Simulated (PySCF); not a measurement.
I3In, SMILES [I][In-]([I])[I], charge -1, multiplicity 2. The structure is a stationary point at PBE-D3(BJ)/def2-SVPD. The def2 effective core potentials stand for the cores of I, In; spin–orbit coupling is left out.

Q: Give the equilibrium geometry at PBE-D3(BJ)/def2-SVPD (PySCF confirms it by a frequency run) as bond lengths and angles, and its point group. (The exact figures need the calculation; the answer reports its results.)

A: point group Cs.
Atoms: In1 I2 I3 I4. Bonds (Å): In1–I2 2.893, In1–I3 2.893, In1–I4 2.893. Bond angles (°): I2–In1–I3 111.3, I2–In1–I4 111.3, I3–In1–I4 111.3.
Charge -1, spin multiplicity 2.
